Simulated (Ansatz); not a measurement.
Worked example: C2H3BrO + C2H5ClSn → C2H3ClO + C2H5BrSn

Species: C2H3BrO (acetyl bromide) `CC(=O)Br`, singlet; C2H5ClSn `C[CH2][Sn][Cl]`, singlet; C2H3ClO `CC(=O)Cl`, singlet; C2H5BrSn `C[CH2][Sn][Br]`, singlet. The partners trade Br for Cl: C–Br and Sn–Cl bonds give way to C–Cl and Sn–Br.

Shapes, held fixed at every level: PBE0-D4/def2-TZVP. Flexible molecules stand in one conformer, not always the lowest. Programs: Ansatz 0.2.0. The zero-point and thermal change to 298 K, harmonic and unscaled (PBE0-D4/def2-TZVP), is +0.7 kJ/mol.

At CCSD(T)/def2-TZVPP; 1 Eh = 2625.50 kJ/mol:

| species | energy (Eh) |
| --- | --- |
| C2H3BrO | -2725.716413 |
| C2H5ClSn | -752.503279 |
| C2H3ClO | -612.737375 |
| C2H5BrSn | -2865.486357 |

Q: Work out ΔH(298 K) of the reaction at this level.

A: 
1. Products less reactants: (-612.737375) + (-2865.486357) − [(-2725.716413) + (-752.503279)] = -0.004040 Eh = -10.6 kJ/mol.
2. With the thermal change: -10.6 + (+0.7) = -9.9 kJ/mol.

Other levels give -21.2 (CCSD/def2-SVP) to -9.3 kJ/mol (B3LYP-D4/def2-TZVPP). No measured value is set beside it here. For atoms past krypton def2 sets carry core potentials with scalar relativity. Relativity is left out for Br. Outer-core shells of Br, Sn are correlated, in sets that cover them unevenly.
